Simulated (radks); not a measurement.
Effect of the nuclear size on neutral europium, [Xe] 4f7 6s2. Method: Dirac Kohn-Sham, PBE, spin-unpolarised, spherical densities, finite nucleus; open shells are shared between the two j in proportion to 2j + 1; Fermi nuclear charge, rms radius 5.1115 fm; computed with a radial shooting solver on a logarithmic mesh with Libxc functionals. The rms radius is varied about that value; shifts are against it.

| rms radius (fm) | total energy shift (eV) | density at nucleus (e/bohr^3) | 1s1/2 shift (meV) | 2s1/2 shift (meV) | 5s1/2 shift (meV) | 5p1/2 shift (meV) | 6s1/2 shift (meV) | 4f7/2 shift (meV) | 6p1/2 (empty) shift (meV) |
|---|---|---|---|---|---|---|---|---|---|
| 4.1914 | -6.21 | 6.082e+05 | -2560 | -327 | -2.39 | 0.318 | -0.095 | 0.498 | 0.101 |
| 4.6106 | -3.49 | 5.941e+05 | -1440 | -184 | -1.35 | 0.179 | -0.054 | 0.280 | 0.057 |
| 5.1115 | 0 | 5.792e+05 | 0.000 | 0.000 | 0.000 | 0.000 | 0.000 | 0.000 | 0.000 |
| 5.3313 | 1.62 | 5.732e+05 | 668 | 85.3 | 0.624 | -0.083 | 0.025 | -0.130 | -0.026 |
| 6.3178 | 9.51 | 5.497e+05 | 3920 | 501 | 3.67 | -0.487 | 0.146 | -0.763 | -0.155 |

Slopes of the eigenvalues against <r^2> in GHz/fm^2, as finite differences over the two radii next to the reference (eigenvalue slopes, not the field-shift constants of lines): 1s1/2 71200, 2s1/2 9090, 5s1/2 66.5, 5p1/2 -8.85, 6s1/2 2.65, 4f7/2 -13.8, 6p1/2 (empty) -2.81.
